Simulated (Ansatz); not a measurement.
Frontier orbitals of F3HO2W, SMILES `[O]=[W]([OH])([F])([F])[F]`.

The species carries charge 0 and has multiplicity 1. Correlated methods include outer-core shells of W, which these sets cover unevenly. W: def2 effective core potential. The geometry is a stationary point of PBE0-D4/def2-TZVP. It is one conformer, not always the lowest. Basis def2-TZVPP, Ansatz 0.2.0.

```tsv
functional	HOMO (eV)	LUMO (eV)	gap (eV)
PBE	-8.88	-3.97	4.91
PBE0	-10.62	-3.27	7.35
BHLYP	-12.29	-2.40	9.89
ωB97M-V	-13.01	-1.00	12.01
```

Against PBE, PBE0 changes HOMO and LUMO by −1.75 and +0.71 eV, ωB97M-V by −4.13 and +2.98 eV. A gap of 4.90 eV thus becomes 12.01 eV for the same molecule, so an orbital gap means little without its functional.
